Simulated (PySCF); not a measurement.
Ionising CaHg

RHF-CCSD(T); basis Ca def2-SVP, Hg def2-SVP with ECP60; scalar-relativistic core potentials; PySCF 2.14. Neutral (RHF): singlet (closed shell), Re = 4.184 Å, ωe = 32.1 cm⁻¹, De = 0.06 eV.

CaHg⁺ (UHF): doublet (σ ↑), Re = 3.387 Å, ωe = 87.1 cm⁻¹, De = 0.36 eV to Ca⁺ + Hg. The energies at the minima are -829.70169 hartree for CaHg and -829.49402 for CaHg⁺.

(1) Work out the adiabatic ionisation energy, without and with harmonic zero-point energies (1 hartree = 27.2114 eV, 1 eV = 8065.5 cm⁻¹), and the change of the bond length.

Correlated steps freeze 5 core orbitals. Weak bonds: CaHg, CaHg⁺. Basis-set superposition, not corrected here, can be much of De in a small basis, most of all at correlated wavefunction levels. Spin–orbit coupling is left out. For an ion De counts to the pair picked by the measured ionisation energies or electron affinities, which need not be the lowest pair at this level. States were picked by a PBE0 search and need not be the measured ground states.

Neutral and ion stand on different kinds of reference determinant, which adds to the error of the difference.

Answers

(1) At CCSD(T): 0.20767 hartree = 5.651 eV between the minima; the zero-point term (87.1 − 32.1)/2 cm⁻¹ = +0.003 eV makes it 5.654 eV. Re changes by -79.7 pm against the neutral. The electron leaves a σ orbital, and the shorter bond of the ion fits an antibonding orbital, or a change in how ionic the bond is.
